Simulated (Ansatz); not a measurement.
`FCCl` and `F[CH2][SnH3]` differ in one atom or group.

Ansatz, PBE0-D4/def2-TZVP geometries, multiplicity 1. 

Elements past krypton have def2 core potentials.

```tsv
property	`FCCl`
HOMO–LUMO gap (B3LYP/def2-TZVPP) / eV	8.94
HOMO–LUMO gap (ωB97M-V/def2-TZVPP) / eV	13.82
size of the dipole moment (ωB97M-V/def2-TZVPP) / D	1.78
LUMO energy (PBE0/def2-TZVPP) / eV	0.71
HOMO–LUMO gap (PBE/def2-TZVPP) / eV	6.93
ideal-gas entropy at 298 K and 1 bar (rigid rotor, harmonic PBE0-D4/def2-TZVP) / J/(mol·K)	264
```

Q: Give the same properties after the change, and the shifts. (Best estimate.)

A: Computed: 
```json
{"property": "HOMO–LUMO gap (B3LYP/def2-TZVPP) / eV", "`F[CH2][SnH3]`": "7.68", "shift": "-1.26"}
{"property": "HOMO–LUMO gap (ωB97M-V/def2-TZVPP) / eV", "`F[CH2][SnH3]`": "11.66", "shift": "-2.16"}
{"property": "size of the dipole moment (ωB97M-V/def2-TZVPP) / D", "`F[CH2][SnH3]`": "1.51", "shift": "-0.27"}
{"property": "LUMO energy (PBE0/def2-TZVPP) / eV", "`F[CH2][SnH3]`": "0.11", "shift": "-0.60"}
{"property": "HOMO–LUMO gap (PBE/def2-TZVPP) / eV", "`F[CH2][SnH3]`": "6.09", "shift": "-0.84"}
{"property": "ideal-gas entropy at 298 K and 1 bar (rigid rotor, harmonic PBE0-D4/def2-TZVP) / J/(mol·K)", "`F[CH2][SnH3]`": "318", "shift": "54"}
```

With PBE0 the HOMO rises by 0.77 eV and the LUMO falls by 0.60 eV, so the gap narrows by about 1.37 eV. PBE moves the HOMO by 0.63 eV and ωB97M-V by 0.89 eV. The zero-point energy changes by 47.6 kJ/mol with +9 modes. Dipoles are sizes alone; their direction can turn.

B3LYP here is the variant with VWN-RPA as its local correlation; programs differ in this.
